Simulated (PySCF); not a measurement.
## Polarisability and C₆ of Cl⁺ (chlorine, charge +1)

[Ne] 3s2 3p4, high-spin 3P determinant. All numbers are calculated (PySCF 2.14, the non-relativistic Hamiltonian (point nucleus), in aug-cc-pwCVTZ). Coupled (time-dependent) response in atomic units; α is the mean over directions.

```json
{"method": "UHF", "mean α (bohr³)": "8.590", "α xx, yy, zz": "8.488, 8.793, 8.488", "C₆ (like pair)": "40.62", "S(−4)": "17.58"}
{"method": "PBE", "mean α (bohr³)": "8.830", "α xx, yy, zz": "8.653, 9.183, 8.653", "C₆ (like pair)": "41.98", "S(−4)": "19.03"}
{"method": "PBE0", "mean α (bohr³)": "8.692", "α xx, yy, zz": "8.542, 8.991, 8.542", "C₆ (like pair)": "41.16", "S(−4)": "18.20"}
{"method": "BP86", "mean α (bohr³)": "8.856", "α xx, yy, zz": "8.674, 9.220, 8.674", "C₆ (like pair)": "42.14", "S(−4)": "19.13"}
{"method": "wB97X", "mean α (bohr³)": "8.661", "α xx, yy, zz": "8.505, 8.975, 8.505", "C₆ (like pair)": "40.92", "S(−4)": "18.07"}
```

S(−4) is the Cauchy moment in α(ω) = α(0) + S(−4) ω² + …

α(iu) at BP86:

```
u (hartree)  α(iu) (bohr³)
          0          8.856
     0.0500          8.808
      0.100          8.669
      0.200          8.159
      0.300          7.444
      0.500          5.857
      0.750          4.191
       1.00          3.033
       1.50          1.738
       2.00          1.114
       3.00         0.5767
       5.00         0.2514
```

A single London oscillator, α(iu) = α/(1 + u²/ω²), gives C₆ = (3/4) ω α². Matching the computed C₆ needs ω = 4 × 42.14 / (3 × 8.856²) = 0.716 hartree.

For an ion, C₆ is the dispersion term alone; charge-induced terms of lower order in 1/R come first.

The components differ because the open shell of this determinant is not spherical; for a pure term their mean is the scalar polarisability.
